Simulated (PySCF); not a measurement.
Isomers of C5H14N2Si, from PBE0-D3(BJ)/def2-SVP geometry optimisation, gas phase (PySCF). One conformer each, no zero-point energy, no frequencies.

Problem. Which is lower in electronic energy at this level?
A. `[CH3:1][CH:2]([CH3:3])[N:4]1[CH2:5][CH2:6][NH:7][SiH2:8]1` with C1–C2–N4–C5 -69°, C2–N4–C5–C6 -173°, N4–C5–C6–N7 -39°, C5–C6–N7–Si8 32°, C6–N7–Si8–N4 -14°: A = 2915, B = 1256, C = 1043 MHz, dipole 0.84 D
B. `[CH3:1][NH:2][C@H:3]1[CH2:4][CH2:5][N:6]([SiH3:7])[CH2:8]1` with C1–N2–C3–C4 66°, N2–C3–C4–C5 140°, C3–C4–C5–N6 7°, C4–C5–N6–Si7 168°, C5–N6–C8–C3 40°: A = 4653, B = 817.8, C = 733.6 MHz, dipole 1.65 D

Solution. A. That is `CC(C)N1CCN[SiH2]1`, 24.9 kcal/mol below the other.

```tsv
SMILES	mapped SMILES	E (Eh)	relative (kcal/mol)	relative (kJ/mol)	dipole (D)
CC(C)N1CCN[SiH2]1	[CH3:1][CH:2]([CH3:3])[N:4]1[CH2:5][CH2:6][NH:7][SiH2:8]1	-597.20342	0.0	0.0	0.84
CN[C@H]1CCN([SiH3])C1	[CH3:1][NH:2][C@H:3]1[CH2:4][CH2:5][N:6]([SiH3:7])[CH2:8]1	-597.16372	24.9	104.2	1.65
```
